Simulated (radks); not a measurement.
The numbers below are computed, except where a source is named.
Task: Isoelectronic series with 7 electrons, all held in the configuration [He] 2s2 2p3, which need not be the ground one along the series. Level of theory: scalar-relativistic Kohn-Sham, PBE, spin-unpolarised, spherical densities, point nucleus (a radial shooting solver on a logarithmic mesh with Libxc functionals). Total energies (hartree) and mean radii <r> (bohr):

ion,E (hartree),2p,2s,1s
Nd53+,-5864.2393,0.08494,0.09745,0.02357
Pm54+,-6076.4105,0.08337,0.09555,0.02312
Sm55+,-6292.9660,0.08185,0.09371,0.02269
Eu56+,-6513.9549,0.08037,0.09193,0.02226
Gd57+,-6739.4283,0.07895,0.09019,0.02185
Tb58+,-6969.4391,0.07757,0.08851,0.02145
Dy59+,-7204.0421,0.07623,0.08688,0.02106
Ho60+,-7443.2944,0.07494,0.08529,0.02069
Er61+,-7687.2548,0.07368,0.08375,0.02032
Tm62+,-7935.9847,0.07246,0.08225,0.01996
Lu64+,-8448.0095,0.07012,0.07936,0.01927
Hf65+,-8711.4392,0.06900,0.07797,0.01894
Ta66+,-8979.9078,0.06791,0.07662,0.01862
W67+,-9253.4895,0.06685,0.07530,0.01830
Re68+,-9532.2614,0.06581,0.07401,0.01799
Os69+,-9816.3038,0.06481,0.07276,0.01769
Ir70+,-10105.7003,0.06383,0.07153,0.01739
Pt71+,-10400.5379,0.06287,0.07033,0.01711
Au72+,-10700.9074,0.06194,0.06916,0.01682

Estimate the row of Yb63+.

Result: E (hartree) -8189.5476; 2p 0.07127; 2s 0.08078; 1s 0.01961.
